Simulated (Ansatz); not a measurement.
Geometry optimisation, Ansatz, UKS BHLYP-D4/def2-SVP.

input.yaml

```yaml
crystal:
  periodic: [false, false, false]
  atoms:
    - { symbol: B, position_ang: [1.5e-05, 7.9e-05, -0.325124] }
    - { symbol: H, position_ang: [-0.000152, -0.000659, 2.061892] }
    - { symbol: F, position_ang: [1.132586, 6.7e-05, -0.949067] }
    - { symbol: F, position_ang: [-1.132554, 6.7e-05, -0.949071] }
    - { symbol: Cl, position_ang: [0.000104, 0.000446, 3.391369] }
magnetization:
  spin_polarized: true
  initial_magnetization: 1
basis:
  gaussian: { orbitals: def2-SVP }
hamiltonian:
  xc: { name: BHLYP }
  dispersion: d4
relax:
  f_tol: 0.03
  max_steps: 50
```

Run as:

```bash
$ ansatz run input.yaml --threads 1 --pin off --max-ram 2048MiB --backend cpu --events-out ev --progress --plain --runs-dir out
```

Q: Where does it end, and by what steps?

A: It converged. After 4 steps the energy has fallen by 0.034 eV; Cl5 moved furthest, 0.18 Å.

```
step  energy less start (eV)  largest force component (eV/Å)  accepted
   0                  0.0000                           1.208       yes
   1                 -0.0342                           0.070       yes
   2                 -0.0325                           0.088        no
   3                 -0.0343                           0.042       yes
   4                 -0.0344                           0.017       yes
```

```xyz
5
Properties=species:S:1:pos:R:3
B 0.000 -0.007 -0.217
H 0.000 -0.009 1.914
F 1.133 0.004 -0.840
F -1.133 0.004 -0.840
Cl 0.000 0.007 3.212
```

Whether the end is a true minimum wasn't checked by a vibrational analysis.

Run time: 18 s on 1 thread of Arm Neoverse V1, with other jobs on the host, peak memory 0.15 GiB.
